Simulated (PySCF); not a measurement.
# FeH: frontier orbitals

revPBE at R = 1.573 Å; Fe def2-TZVPP, H def2-TZVPP; no relativity (PySCF 2.14). State: ⁴Δ (quartet), unpaired electrons π ↑↑, δ ↑. Only the outer orbitals are listed, counted within each symmetry.

```
spin  orbital  occ.  ε (eV)  on Fe (%)           main shells (%)
   α       6σ     1   -7.82         58  42 H s, 39 Fe d, 16 Fe s
   α       3π     1   -6.60        100                  100 Fe d
   α       3π     1   -6.60        100                  100 Fe d
   α       1δ     1   -6.27        100                  100 Fe d
   α       1δ     1   -5.26        100                  100 Fe d
   α       7σ     1   -5.19         90  52 Fe d, 38 Fe s, 10 H s
   α       8σ     0   -3.01         78  39 Fe s, 34 Fe p, 22 H s
   α       4π     0   -0.47         99                   99 Fe p
   α       4π     0   -0.47         99                   99 Fe p
   β       5σ     1  -54.65        100                  100 Fe p
   β       2π     1  -54.25        100                  100 Fe p
   β       2π     1  -54.25        100                  100 Fe p
   β       6σ     1   -7.33         38  62 H s, 20 Fe d, 16 Fe s
   β       7σ     1   -4.03         98          56 Fe d, 42 Fe s
   β       1δ     1   -3.82        100                  100 Fe d
   β       3π     0   -2.88         99                   99 Fe d
   β       3π     0   -2.88         99                   99 Fe d
   β       1δ     0   -2.50        100                  100 Fe d
```

Q: Which are the highest filled and the lowest empty level, where do they sit, and how wide is the gap?

A: Highest filled β 1δ at -3.82 eV (in %: 100 Fe d); lowest empty α 8σ at -3.01 eV (in %: 39 Fe s, 34 Fe p, 22 H s); the gap at revPBE is 0.81 eV.

| Property | Result |
| --- | --- |
| bond order (Mayer) | 1.00 |
| ⟨S²⟩ | 3.806 |
| charge on Fe (Mulliken, basis-dependent) | 0.17 |
| charge on Fe (Löwdin, basis-dependent) | 0.17 |
| dipole moment (positive dipole means Fe(−)H(+)) | -2.55 D |

The state is the lowest single determinant that the PBE0 search found; with open d or f shells the true ground state can be another one.
